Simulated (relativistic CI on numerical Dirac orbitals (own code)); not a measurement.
Level scheme of Zn²⁷⁺

Computed by Dirac-Coulomb-Breit CI, KLI orbitals optimised for each configuration, model QED (radiative potential, 1s self-energy scaled to tabulated hydrogen-like ionisation energies), unscaled Slater integrals (own radial code, finite nucleus).

Configurations in the expansion (outside the closed core 1s2): 2s, 2p, 3s, 3p, 3d, 4s, 4p, 4d, 4f, 5s, 5p, 5d, 5f, 5g, 6s, 6p, 6d. Levels of other configurations are missing.

The lowest level is 2s ²S1/2, with 100 % of that term; Hund's rules for 2s give ²S with J = 1/2, in agreement.

| No. | Configuration | Term | J | E (eV) | % | Next component (%) | Lifetime (s) |
| --- | --- | --- | --- | --- | --- | --- | --- |
| 1 | 2s | ²S | 1/2 | 0.00 | 100 |  |  |
| 2 | 2p | ²P° | 1/2 | 57.54 | 100 |  | 4.56e-10 |
| 3 | 2p | ²P° | 3/2 | 87.15 | 100 |  | 1.28e-10 |
| 4 | 3s | ²S | 1/2 | 1561.51 | 100 |  | 1.97e-13 |
| 5 | 3p | ²P° | 1/2 | 1577.49 | 100 |  | 7.13e-14 |
| 6 | 3p | ²P° | 3/2 | 1586.25 | 100 |  | 7.47e-14 |
| 7 | 3d | ²D | 3/2 | 1592.17 | 100 |  | 2.44e-14 |
| 8 | 3d | ²D | 5/2 | 1594.94 | 100 |  | 2.48e-14 |
| 9 | 4s | ²S | 1/2 | 2100.04 | 100 |  | 2.88e-13 |
| 10 | 4p | ²P° | 1/2 | 2106.62 | 100 |  | 1.21e-13 |
| 11 | 4p | ²P° | 3/2 | 2110.31 | 100 |  | 1.26e-13 |
| 12 | 4d | ²D | 3/2 | 2112.76 | 100 |  | 5.66e-14 |
| 13 | 4d | ²D | 5/2 | 2113.93 | 100 |  | 5.76e-14 |
| 14 | 4f | ²F° | 5/2 | 2114.06 | 100 |  | 1.17e-13 |
| 15 | 4f | ²F° | 7/2 | 2114.65 | 100 |  | 1.18e-13 |
| 16 | 5s | ²S | 1/2 | 2347.29 | 100 |  | 4.51e-13 |
| 17 | 5p | ²P° | 1/2 | 2350.62 | 100 |  | 2.04e-13 |
| 18 | 5p | ²P° | 3/2 | 2352.51 | 100 |  | 2.12e-13 |
| 19 | 5d | ²D | 3/2 | 2353.76 | 100 |  | 1.08e-13 |
| 20 | 5d | ²D | 5/2 | 2354.36 | 100 |  | 1.11e-13 |
| 21 | 5f | ²F° | 5/2 | 2354.43 | 100 |  | 2.26e-13 |
| 22 | 5f | ²F° | 7/2 | 2354.73 | 100 |  | 2.27e-13 |
| 23 | 5g | ²G | 7/2 | 2354.73 | 100 |  | 3.81e-13 |
| 24 | 5g | ²G | 9/2 | 2354.91 | 100 |  | 3.81e-13 |
| 25 | 6s | ²S | 1/2 | 2480.91 | 100 |  | 6.80e-13 |
| 26 | 6p | ²P° | 1/2 | 2482.82 | 100 |  | 3.25e-13 |
| 27 | 6p | ²P° | 3/2 | 2483.91 | 100 |  | 3.37e-13 |
| 28 | 6d | ²D | 3/2 | 2484.63 | 100 |  | 1.84e-13 |
| 29 | 6d | ²D | 5/2 | 2484.98 | 100 |  | 1.88e-13 |

Energies count from the lowest computed level; ° marks odd parity; lifetimes are radiative, by E1, M1, E2, M2 decay to levels of this space only.

The mean weight of the leading LS term, summed over parents, in these 29 levels is 100 %, and that of the leading jj configuration (from the same eigenvectors) 100 %.

At this charge energies of transitions that change n are usually good to better than 1 %, and those within a shell (Δn = 0) to a few per cent.
